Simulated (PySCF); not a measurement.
Molecule: 4-Pyridine Carbaldehyde (SMILES O=CC1=CC=NC=C1).

Molfile (atoms numbered from 1):
```
C6H5NO
     RDKit          3D

 13 13  0  0  0  0  0  0  0  0999 V2000
    2.8435    0.9392    0.0689 O   0  0  0  0  0  0  0  0  0  0  0  0
    2.1632   -0.0464   -0.0445 C   0  0  0  0  0  0  0  0  0  0  0  0
    0.6777   -0.0353   -0.0414 C   0  0  0  0  0  0  0  0  0  0  0  0
   -0.0468   -1.2221   -0.1512 C   0  0  0  0  0  0  0  0  0  0  0  0
   -1.4401   -1.1514   -0.1357 C   0  0  0  0  0  0  0  0  0  0  0  0
   -2.1096   -0.0085   -0.0246 N   0  0  0  0  0  0  0  0  0  0  0  0
   -1.4122    1.1231    0.0778 C   0  0  0  0  0  0  0  0  0  0  0  0
   -0.0215    1.1684    0.0762 C   0  0  0  0  0  0  0  0  0  0  0  0
    2.6224   -1.0615   -0.1592 H   0  0  0  0  0  0  0  0  0  0  0  0
    0.4641   -2.1846   -0.2446 H   0  0  0  0  0  0  0  0  0  0  0  0
   -2.0408   -2.0646   -0.2165 H   0  0  0  0  0  0  0  0  0  0  0  0
   -1.9948    2.0471    0.1664 H   0  0  0  0  0  0  0  0  0  0  0  0
    0.5302    2.1070    0.1624 H   0  0  0  0  0  0  0  0  0  0  0  0
  1  2  2  0
  2  3  1  0
  3  4  2  0
  4  5  1  0
  5  6  2  0
  6  7  1  0
  7  8  2  0
  8  3  1  0
  2  9  1  0
  4 10  1  0
  5 11  1  0
  7 12  1  0
  8 13  1  0
M  END
```

Geometry PBE0-D3(BJ)/def2-SVP throughout; GIAO in PySCF 2.14, gas phase, one conformer, non-relativistic; equivalent atoms averaged; basis pcSseg-1.

**Question.** How do the shifts δ (against H2O, TMS, NH3 at the same level) depend on the functional? (ppm; last column core-seconds on shared hosts with different chips, so compare them loosely)

**Answer.** 
```tsv
functional	kind	O1	C2	C5/C7	C3	C4/C8	N6	H9	H11/H12	H10/H13	core-s
HF	Hartree–Fock	678.1	193.2	159.3	148.9	128.5	392.3	9.58	9.13	7.92	6.8
PBE	GGA	688.5	194.2	155.6	140.7	124.4	384.9	10.17	9.10	7.40	20
BP86	GGA	680.1	193.9	155.4	140.9	124.3	381.8	10.16	9.08	7.40	21
OPBE	GGA	657.7	186.4	149.2	133.5	119.2	362.2	10.18	9.18	7.49	20
KT2	GGA	628.3	181.7	146.0	133.0	116.6	355.4	9.73	8.80	7.23	20
B97-D	GGA	652.2	187.8	150.9	136.9	120.7	369.3	10.03	8.96	7.33	20
PBE0	global hybrid	692.4	195.4	157.4	144.2	127.2	385.4	9.99	9.13	7.66	22
mPW1PW91	global hybrid	689.4	195.1	157.4	144.2	127.3	384.9	9.97	9.10	7.65	12
wB97X-D	range-separated hybrid	685.6	196.5	158.4	146.3	128.4	382.7	9.95	9.09	7.71	19
```

**Question.** Which nucleus moves most, in ppm?

**Answer.** O1 (aldehyde oxygen): from 628.3 ppm with KT2 to 692.4 ppm with PBE0. The smallest spread is 0.39 ppm, at H11/H12. Proton shifts span only some 12 ppm, so a few tenths of a ppm matter as much there as several ppm in carbon.
